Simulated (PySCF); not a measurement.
SMILES c1ccsc1[SiH2]CC(C)=O (C7H10OSSi), GFN2-xTB optimised geometry. Atoms within 1.6 Å of the plane z = 0.8 Å (x, y, z in Å): C1 (1.68, 3.72, 1.66), C2 (1.66, 3.13, 0.27), O3 (1.69, 3.81, -0.73), C4 (1.54, 1.64, 0.22), Si5 (-0.31, 1.24, -0.02), C6 (-0.47, -0.63, 0.00), C7 (0.47, -1.61, 0.00), C8 (-0.06, -2.92, 0.00), C9 (-1.42, -2.92, 0.00), S10 (-2.06, -1.32, 0.00), H11 (1.57, 4.80, 1.61), H12 (0.89, 3.28, 2.26), H13 (2.63, 3.48, 2.13), H14 (2.09, 1.26, -0.64), H15 (1.93, 1.19, 1.13), H16 (-1.08, 1.79, 1.10), H18 (1.53, -1.41, 0.00), H19 (0.53, -3.81, 0.00), H20 (-2.09, -3.75, 0.00).

Level of theory: CAM-B3LYP/def2-SVP in PySCF 2.14.0.

Map of the electron localisation function on the plane z = 0.8 Å:

```
|                 ::.         |
|                -**-         |
|                -**-         |
|                .==:         |
|                 :-.         |
|                :*#+.        |
|           .    +%@%-        |
|         :*#=   -*#*-        |
|        .#@@@*  :+*=.        |
|        -@@@@@-:=+*=.        |
|        -@@@@@=**+%%*.       |
|         *@@@=:*#%@@%-       |
|          :*+:.-=#@@%-       |
|           .-+=. :*#+.       |
|      -==:.:*#*:             |
|     :*#%#==*#*-             |
|     =#@@@%**##*-=+-         |
|     =#@@%%+-+#**#@%=        |
|     -+%%%#- .+**#%%=        |
|      :=+**- .*#=--:.        |
|        .=******-            |
|        .=*#%#*+-            |
|       .+##**+*#*:           |
|       =%%#-::+%%*.          |
|       +%%+.  -%@#.          |
|       .++.   .*#=           |
|               ..            |
|                             |
|                             |
```
Scale: ten equal steps from 0.000 (start of ' ') to 1.000 (end of '@'), in the order ' .:-=+*#%@'; x runs from -6.00 to 6.00, y from -6.00 (bottom) to 6.00 (top).
